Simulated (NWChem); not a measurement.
# C8H6N2S; SMILES c1cnc(-c2cccs2)nc1

```xyz
17

C     -0.1288     3.3861     0.0000
C     -1.2383     2.5434     0.0000
N     -1.1253     1.2224     0.0000
C      0.1155     0.7183     0.0000
C      0.2433    -0.7340     0.0000
C      1.3984    -1.4860     0.0000
C      1.1395    -2.8782     0.0000
C     -0.2067    -3.1561     0.0000
S     -1.1640    -1.7363     0.0000
N      1.2457     1.4365     0.0000
C      1.1147     2.7554     0.0000
H     -0.2266     4.4726     0.0000
H     -2.2567     2.9503     0.0000
H      2.3848    -1.0220     0.0000
H      1.9128    -3.6475     0.0000
H     -0.6847    -4.1354     0.0000
H      2.0419     3.3413     0.0000
```
Atoms are numbered in this order, from 1.

Program: NWChem. Pople sets run with spherical d functions. Coordinates come from a PBE0/def2-SVP optimisation. No frequency run checked for a minimum. Vzz is the largest principal value of the second derivative of the potential at the nucleus (NWChem prints the opposite sign); η is the asymmetry. Non-relativistic.

| level | Vzz N3 (a.u.) | η N3 | Vzz S9 (a.u.) | η S9 | Vzz N10 (a.u.) | η N10 |
|---|---|---|---|---|---|---|
| Hartree-Fock/def2-SVP | -1.057 | 0.21 | 1.819 | 0.51 | -1.068 | 0.21 |
| Hartree-Fock/6-31G* | -1.010 | 0.19 | 1.943 | 0.64 | -1.023 | 0.19 |
| PBE/6-31G* | (withheld) | 0.16 | (withheld) | (withheld) | (withheld) | 0.16 |

What belongs in the gaps?


- PBE/6-31G*, Vzz N3 (a.u.): -0.880
- PBE/6-31G*, Vzz S9 (a.u.): 1.672
- PBE/6-31G*, η S9: 0.69
- PBE/6-31G*, Vzz N10 (a.u.): -0.907
